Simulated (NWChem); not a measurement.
What each level costs for silacyclobutane (C$_{3}$H$_{8}$Si)

```
C
H 1 1.1027
H 1 1.1036 2 106.85
C 1 1.5637 2 109.81 3 124.91
H 4 1.0999 1 116.22 2 -28.66
H 4 1.1028 5 108.12 1 126.08
C 1 1.5637 2 109.81 3 -124.91
H 7 1.0999 1 116.22 2 28.66
H 7 1.1028 8 108.12 1 -126.08
Si 4 1.9066 5 121.51 6 130.18
H 10 1.4945 4 114.06 5 24.63
H 10 1.4954 11 108.26 4 136.13
```
Charge 0, spin multiplicity 1.

The numbers come from NWChem runs, not from measurements. The geometry was optimised at B3LYP/def2-SVP, a minimum by its harmonic frequencies. It is one conformer; others weren't searched.

Basis set: cc-pVDZ (100 functions). Each entry is one whole single-point run; the coupled-cluster runs use the TCE module, and the SCF and DFT modules converge to different thresholds.

The correlated methods keep 8 core orbitals frozen. B3LYP has NWChem's definition, with VWN1-RPA local correlation.

Problem. Roughly how much processor time does each of these take, relative to RHF: MP2, RI-MP2, B2PLYP, PBE, B3LYP, TPSS, CR-CCSD(T)?

Solution. RI-MP2 about the same, within a factor of 3; B3LYP about the same, within a factor of 3; PBE about the same, within a factor of 3; TPSS about the same, within a factor of 3; MP2 about the same, within a factor of 3; B2PLYP about 4; CR-CCSD(T) about 30 (rough ratios from shared machines).
